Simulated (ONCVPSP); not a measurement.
## Transferability test, ONCV potential for Ti

ONCVPSP 4.0.1 input, shortened (lines: element, Z, core and valence counts, functional; n l f; lmax; l rc ep ncon nbas qcut; lloc lpopt rc5 dvloc0; l nproj debl; icmod fcfact rcfact), LDA (Perdew-Zunger), scalar-relativistic:

```
  Ti 22.00    3    3        3      upf
    1    0    2.00
    2    0    2.00
    2    1    6.00
    3    0    2.00
    3    1    6.00
    3    2    1.00
    2
    0    1.60    0.00    4    8    8.70
    1    1.05    0.00    3    8    7.90
    2    1.20    0.00    4    7    7.00
    4    5    0.80    4.00
    0    1    1.60
    1    2    0.50
    2    2    2.30
    3    3.50    1.80
```

In the p channel the program set the typed energies aside and used -2.606, 0.250 Ha.

Energies are relative to the spin-unpolarised reference configuration 3s2 3p6 3d1; without spin polarisation the order of configurations can differ from experiment.

Give the all-electron excitation energy and the error of the potential for: 3s2 3p6 3d2 4s2; 3s2 3p6 3d2 4s1; 3s2 3p6 3d2; 3s2 3p6 3d0.

```json
{"valence configuration": "3s2 3p6 3d2 4s2", "charge": "0", "ΔE all-electron (eV)": "-48.525", "error AE − PS (meV)": "+601"}
{"valence configuration": "3s2 3p6 3d2 4s1", "charge": "+1", "ΔE all-electron (eV)": "-40.990", "error AE − PS (meV)": "+422"}
{"valence configuration": "3s2 3p6 3d2", "charge": "+2", "ΔE all-electron (eV)": "-27.190", "error AE − PS (meV)": "+27"}
{"valence configuration": "3s2 3p6 3d0", "charge": "+4", "ΔE all-electron (eV)": "43.535", "error AE − PS (meV)": "+76"}
```

Levels in the configuration 3s2 3p6 3d2 4s2:

```json
{"level": "3s", "all-electron (eV)": "-62.262", "pseudo (eV)": "-61.713"}
{"level": "3p", "all-electron (eV)": "-38.785", "pseudo (eV)": "-38.300"}
{"level": "3d", "all-electron (eV)": "-4.463", "pseudo (eV)": "-4.107"}
{"level": "4s", "all-electron (eV)": "-4.600", "pseudo (eV)": "-4.710"}
```
